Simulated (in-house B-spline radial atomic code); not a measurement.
## Ionising Pr⁺ with different functionals

Computed with a radial B-spline atomic code at the basis-set limit: scalar-relativistic (spin-free X2C) Hamiltonian, Fermi nucleus of rms radius 4.8919 fm, spin-polarised at highest spin, spherical fractional occupations for the functionals, the average over the highest-spin determinants for Hartree-Fock. The ionisation energy is the difference of two self-consistent energies, [Xe] 4f3 6s1 → [Xe] 4f3, without Breit or QED terms; ε is the level of the shell that loses the electron (its least bound occupied spin orbital). There is no spin-orbit coupling in this Hamiltonian.

Hybrids are left out here: with spherical fractional occupations of an open shell their exact exchange keeps a self-interaction that integer-occupation calculations don't have.

```csv
method,rung,ΔSCF (eV),-ε(6s) (eV)
Hartree-Fock,Hartree-Fock,9.89,9.93
LDA VWN5,LDA,11.05,8.63
LDA PW92,LDA,?,?
LDA exchange-only,LDA,10.43,8.07
PBE,GGA,10.87,8.42
PBEsol,GGA,10.81,8.47
BLYP,GGA,10.89,8.35
RPBE,GGA,10.77,8.34
PW91,GGA,?,?
BP86,GGA,10.93,8.61
AM05,GGA,10.78,8.45
OLYP,GGA,10.58,8.10
TPSS,meta-GGA,10.55,8.28
SCAN,meta-GGA,10.81,8.70
r2SCAN,meta-GGA,10.61,8.52
revTPSS,meta-GGA,10.51,8.29
```

Task: What does PW91 give?

Result: ΔSCF 10.90 eV, and -ε(6s) = 8.48 eV.

Task: What does LDA PW92 give?

Result: ΔSCF 11.05 eV, and -ε(6s) = 8.63 eV.

Task: How do they compare with the NIST value?

Result: NIST lists 10.63 eV ± 0.02 (semi-empirical, ground level to ground level). Errors run from -0.74 to +0.42 eV; r2SCAN is closest (-0.02 eV), but part of that can be cancellation, since the calculations leave out spin-orbit coupling, Breit-QED terms, multiplet and fine-structure energies. Hartree-Fock also lacks correlation.
